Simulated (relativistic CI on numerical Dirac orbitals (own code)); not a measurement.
What each ingredient does to the levels of Ni²⁶⁺

Base calculation: Dirac-Coulomb-Breit CI, KLI orbitals optimised for each configuration, model QED, unscaled Slater integrals.

CI space: 1s2, 1s.2s, 1s.2p, 1s.3s, 1s.3p, 1s.3d, 1s.4s, 1s.4p, 1s.4d, 1s.4f, 1s.5s, 1s.5p, 1s.5d, 1s.5f, 1s.5g, 1s.6s, 1s.6p, 1s.6d. Levels of other configurations are missing.

The lowest level and the first level of each name with at least 55 % of one term (blank where a level has no safe partner in the second run):

```csv
Level,Base (eV),Shift (eV)
1s2 1S_0,0.00,0.00
1s.2s 3S_1,7730.15,-0.25
1s.2p 3P°_0,7761.99,-0.32
1s.2p 3P°_1,7764.35,-0.29
1s.2s 1S_0,7764.67,+0.39
1s.2p 3P°_2,7785.02,-0.30
1s.2p 1P°_1,7804.58,-0.17
1s.3s 3S_1,9161.27,-0.11
1s.3p 3P°_0,9170.06,-0.15
1s.3s 1S_0,9170.49,0.00
1s.3p 3P°_1,9170.74,-0.15
1s.3p 3P°_2,9176.90,-0.13
1s.3d 3D_2,9181.48,-0.08
1s.3d 3D_1,9181.59,-0.09
1s.3p 1P°_1,9182.29,-0.18
1s.3d 3D_3,9183.78,-0.08
1s.3d 1D_2,9184.12,-0.08
1s.4s 3S_1,9657.01,-0.09
1s.4p 3P°_0,9660.63,-0.11
1s.4s 1S_0,9660.79,-0.06
1s.4p 3P°_1,9660.91,-0.11
1s.4p 3P°_2,9663.51,-0.10
```

At this charge energies of transitions that change n are usually good to better than 1 %, and those within a shell (Δn = 0) to a few per cent.

Problem. One thing was changed in a second run, which moved the levels as shown. Which?
A. QED terms removed
B. one mean potential for all configurations
C. valence Slater integrals scaled by 0.9
D. Breit term removed
E. configuration mixing switched off

Solution. B. One mean potential for all configurations. One potential for all configurations removes the relaxation of the orbitals, which moves whole configurations and changes the integrals a little.

LS names give the leading component of a level, which can be under half, so a name can repeat, a term be missing and a line seem to break the LS rules.
